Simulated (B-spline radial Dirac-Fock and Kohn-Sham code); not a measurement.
## The K (1s) hole of promethium ions: width and yield against charge

Method: independent-particle rates on relativistic LDA orbitals of the hole state (multipoles up to L = 3, Coulomb Auger matrix elements, transition energies from Dirac-Fock). Computed with a B-spline atomic structure program. Tabulated ground configurations, configuration averages; single configurations, so decays that open only by mixing (as 1s 2s² with 1s 2p² in Be-like ions) are missing and such tiny yields are far too low.

```tsv
ion	configuration	radiative (eV)	non-radiative (eV)	yield
Pm	[Xe] 4f5 6s2	16.7	1.35	0.925
Pm⁺	[Xe] 4f5 6s1	16.7	1.35	0.925
Pm²⁺	[Xe] 4f5	16.7	1.35	0.925
Pm³⁺	[Xe] 4f4	16.7	1.35	0.925
Pm⁴⁺	[Xe] 4f3	16.7	1.35	0.925
Pm⁵⁺	[Kr] 4d10 4f3 5s2 5p5	16.7	1.35	0.925
Pm⁶⁺	[Kr] 4d10 4f3 5s2 5p4	16.7	1.35	0.925
Pm⁷⁺	[Kr] 4d10 4f3 5s2 5p3	16.7	1.35	0.925
```
